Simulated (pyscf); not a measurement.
# `[F][Si]([Cl])([Cl])[Cl]`, singlet

Gas-phase minimum from PySCF at ωB97X-D3(BJ)/def2-SVP, one conformer. 

SMILES: Cl[Si](Cl)(Cl)F
```xyz
5

F      0.2337     0.4817     0.2584
Si    -1.0924    -0.4142     0.1507
Cl    -0.6639    -2.0735    -0.9244
Cl    -2.5284     0.6716    -0.7721
Cl    -1.6796    -0.9178     2.0200
```
Charge 0, spin multiplicity 1.

Bond lengths (Å): F1–Si2 1.604, Si2–Cl3 2.023, Si2–Cl4 2.023, Si2–Cl5 2.023. Angles (°): F1–Si2–Cl3 108.6, F1–Si2–Cl4 108.5, F1–Si2–Cl5 108.5, Cl3–Si2–Cl4 110.4, Cl3–Si2–Cl5 110.4, Cl4–Si2–Cl5 110.4.

Properties at ωB97X-D3(BJ)/def2-SVP:

```
Property                                                                                                                                                         Result
---------------------------------------------------------------------------------------------------------------------  ------------------------------------------------
Harmonic wavenumbers, unscaled                                                                                         161, 161, 234, 273, 274, 476, 668, 669, 955 cm⁻¹
Zero-point energy                                                                                                                                          5.5 kcal/mol
Rotational symmetry number                                                                                                                                            3
Entropy of this conformer at 298 K and 1 atm, rigid rotor and harmonic oscillator, modes under 100 cm⁻¹ raised to 100                                   331.0 J/(mol K)
Dipole moment                                                                                                                                                    0.52 D
```

Single-point totals, which compare only within one level (frozen core for MP2 and CC):

```json
[
 {"level": "ωB97X-D3(BJ)/def2-TZVP", "total energy (hartree)": "-1770.30766"},
 {"level": "PBE/def2-TZVP", "total energy (hartree)": "-1769.45760"},
 {"level": "r²SCAN/def2-TZVP", "total energy (hartree)": "-1770.11214"},
 {"level": "B3LYP-D3(BJ)/def2-TZVP", "total energy (hartree)": "-1770.33285"},
 {"level": "PBE0-D3(BJ)/def2-TZVP", "total energy (hartree)": "-1769.60133"},
 {"level": "M06-2X/def2-TZVP", "total energy (hartree)": "-1770.17075"},
 {"level": "ωB97M-D3(BJ)/def2-TZVP", "total energy (hartree)": "-1770.47712"},
 {"level": "HF/def2-TZVPP", "total energy (hartree)": "-1767.20056"},
 {"level": "MP2/def2-TZVPP", "total energy (hartree)": "-1768.12403"},
 {"level": "CCSD/def2-TZVPP", "total energy (hartree)": "-1768.16899"},
 {"level": "CCSD(T)/def2-TZVPP", "total energy (hartree)": "-1768.20791"}
]
```

The CCSD(T) − MP2 part came from Ansatz, without density fitting, on the same reference.
